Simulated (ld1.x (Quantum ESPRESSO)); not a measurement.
## Reading a pseudo-wave (He)

Columns: radius, all-electron u(r) and pseudo u(r) of the 1s shell (level -15.50 eV) of helium in the configuration 1s2; PBEsol, non-relativistic, PAW scheme, ld1.x (Quantum ESPRESSO) 7.5.

```
r (bohr)  all-electron  pseudo
   0.025        0.1131  0.0885
   0.050        0.2152  0.1759
   0.075        0.3071  0.2608
   0.100        0.3896  0.3422
   0.125        0.4635  0.4191
   0.150        0.5296  0.4907
   0.175        0.5884  0.5565
   0.200        0.6405  0.6160
   0.225        0.6866  0.6690
   0.250        0.7272  0.7156
   0.275        0.7626  0.7558
   0.300        0.7934  0.7902
   0.325        0.8200  0.8190
   0.350        0.8426  0.8429
   0.375        0.8618  0.8625
   0.400        0.8777  0.8784
   0.425        0.8907  0.8912
   0.450        0.9010  0.9012
   0.475        0.9089  0.9090
   0.500        0.9146  0.9146
   0.525        0.9183  0.9183
   0.550        0.9201  0.9201
   0.575        0.9203  0.9203
   0.600        0.9190  0.9190
   0.625        0.9164  0.9164
   0.650        0.9125  0.9125
```

Question: How many radial nodes do the two functions have?

Answer: The all-electron 1s function has n − l − 1 = 0; the pseudo-wave has 0.

Question: At about which radius was the pseudo-wave matched?

Answer: 0.50 bohr. The columns agree to 0.0005 from 0.42 bohr on; several derivatives are matched, so the curves merge somewhat inside the radius.

Question: Is the pseudo-wave norm-conserving?

Answer: No, it belongs to a PAW set: the norm inside the radius is not constrained, and the difference is carried by the augmentation charge.
